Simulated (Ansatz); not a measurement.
Isolated molecules relaxed with PBE0-D4/def2-TZVP in Ansatz; ΔE leaves out vibrations. CCSD(T)/CBS is the MP2 limit (def2-TZVPP, def2-QZVPP) plus CCSD(T) − MP2 in def2-TZVPP, frozen cores. This one scheme is used for every species. DFT in def2-TZVPP. B3LYP here is the variant with VWN-RPA as its local correlation; programs differ in this. HSE06 is defined as in plane-wave codes. One conformer a species, not always the lowest.

`O=[CH][Al]([OH])[SiH3]` + CH₃OH → `C[O][Al]([OH])[SiH3]` + `C=O`  (ligand exchange at the Al–C bond)

`O=[CH][Al]([OH])[SiH3]`:

Z-matrix (Å, degrees):
```
Si
Al 1 2.442
H 1 1.489 2 111.7
H 1 1.490 2 110.5 3 120.4
H 1 1.490 2 110.5 3 -120.4
C 2 2.025 1 117.3 3 179.5
O 2 1.695 1 120.3 3 -0.6
O 6 1.213 2 114.5 1 0.4
H 6 1.120 2 127.6 1 -179.6
H 7 0.955 2 126.5 1 -179.9
```

CH₃OH:

Z-matrix (Å, degrees):
```
C
O 1 1.409
H 1 1.097 2 112.4
H 1 1.090 2 107.0 3 -118.5
H 1 1.097 2 112.4 3 123.0
H 2 0.959 1 108.5 3 -61.6
```

`C[O][Al]([OH])[SiH3]`:

Cartesian coordinates in Å:
```
C 1.050 0.993 -1.655
O 0.322 1.341 -0.515
Al -0.464 0.511 0.724
O -1.239 1.400 1.936
Si -0.534 -1.924 0.850
H 1.140 -0.094 -1.783
H 0.567 1.399 -2.550
H 2.061 1.411 -1.599
H -1.257 2.356 1.960
H -1.936 -2.427 0.826
H 0.187 -2.546 -0.297
H 0.103 -2.420 2.102
```

`C=O`:

Z-matrix (Å, degrees):
```
C
O 1 1.195
H 1 1.109 2 122.0
H 1 1.109 2 122.0 3 -180.0
```

| level | ΔE (kJ/mol) | difference from CCSD(T)/CBS |
| --- | --- | --- |
| LDA (SPW92) | -149.2 | 7.6 |
| PBE-D4 | -144.8 | 12.0 |
| revPBE-D4 | -144.4 | 12.4 |
| BLYP-D4 | -153.3 | 3.5 |
| r2SCAN-D4 | -158.8 | -2.0 |
| B97M-V | -159.0 | -2.2 |
| PBE0-D4 | -151.0 | 5.8 |
| r2SCANh-D4 | -159.8 | -3.0 |
| r2SCAN0-D4 | -161.1 | -4.3 |
| HSE06-D4 | -150.5 | 6.3 |
| CAM-B3LYP-D4 | -161.8 | -5.0 |
| ωB97X-V | -156.2 | 0.6 |
| ωB97M-V | -155.2 | 1.6 |
| B2PLYP | -160.5 | -3.7 |
| PBE-QIDH | -158.7 | -1.9 |
| PBE | -143.6 | 13.2 |
| BLYP | -150.8 | 6.0 |
| r2SCAN | -158.3 | -1.5 |
| B3LYP | -156.2 | 0.6 |
| r2SCANh | -159.3 | -2.5 |
| r2SCAN0 | -160.6 | -3.8 |
| HSE06 | -149.5 | 7.3 |
| BHLYP | -164.0 | -7.2 |
| CAM-B3LYP | -160.7 | -3.9 |
| LC-ωPBE | -155.2 | 1.6 |
| RPA@PBE/def2-TZVPP | -154.2 | 2.6 |
| HF/def2-SVP | -171.7 | -14.9 |
| MP2/def2-SVP | -171.0 | -14.2 |
| CCSD/def2-SVP | -167.6 | -10.8 |
| CCSD(T)/def2-SVP | -166.0 | -9.2 |
| HF/def2-TZVPP | -169.5 | -12.7 |
| MP2/def2-TZVPP | -164.3 | -7.5 |
| SCS-MP2/def2-TZVPP | -163.9 | -7.1 |
| CCSD/def2-TZVPP | -160.9 | -4.1 |
| CCSD(T)/def2-TZVPP | -158.9 | -2.1 |
| HF/def2-QZVPP | -170.5 | -13.7 |
| MP2/def2-QZVPP | -163.5 | -6.7 |
| SCS-MP2/def2-QZVPP | -163.1 | -6.3 |
| MP2/CBS(def2) | -162.2 | -5.4 |
| CCSD/CBS(def2) | -158.9 | -2.1 |
| CCSD(T)/CBS | -156.8 | 0 |

Largest T1 diagnostic among the species: 0.016.

In def2-TZVPP, CCSD(T) changes the Hartree–Fock value by +10.6 kJ/mol (the triples alone add +2.1 kJ/mol) and MP2 by +5.2 kJ/mol. Leaving LDA and LC-ωPBE aside and taking each functional with its dispersion term where it has one, the values, not all of them listed here, spread over 20.8 kJ/mol, from BHLYP-D4 to revPBE-D4. LDA lies −5.6 kJ/mol from PBE without D4. From PBE to PBE0 (25 % exact exchange), in def2-TZVPP and without D4, ΔE moves by −6.3 kJ/mol.
